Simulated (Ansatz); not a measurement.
C2H9BO: structure from calculated spectroscopic constants

These gas-phase data were calculated for one isomer of C2H9BO at PBE0-D4/def2-SVP (harmonic, unscaled wavenumbers; equilibrium rotational constants with average atomic masses):

```
rotational constants            : 8.799, 8.009, 4.739 GHz
all wavenumbers above 1500 cm⁻¹ : 3222, 3221, 3161, 3159, 3061, 3055, 2562, 2528, 2441
```

Candidates:

(1) `[BH3-][O+](C)C`, a singlet
(2) `C[BH2-][OH+]C`, a singlet

**Question.** Which candidate do the data belong to?

**Answer.** Candidate (1). No mode falls between 3300 and 4000 cm⁻¹, where the O–H stretch of (2) would stand.

The same quantities for all candidates:

```
     rotational constants (GHz)                           wavenumbers above 1500 cm⁻¹  E above the lowest, PBE0-D4/def2-SVP (kcal/mol)
(1)         8.799, 8.009, 4.739  3222, 3221, 3161, 3159, 3061, 3055, 2562, 2528, 2441                                             15.1
(2)         22.65, 3.606, 3.351  3838, 3215, 3177, 3133, 3105, 3071, 3022, 2511, 2438                                              0.0
```

Harmonic stretches to hydrogen usually lie a few per cent above observed fundamentals. Each candidate is one conformer. Programs: Ansatz 0.2.0.
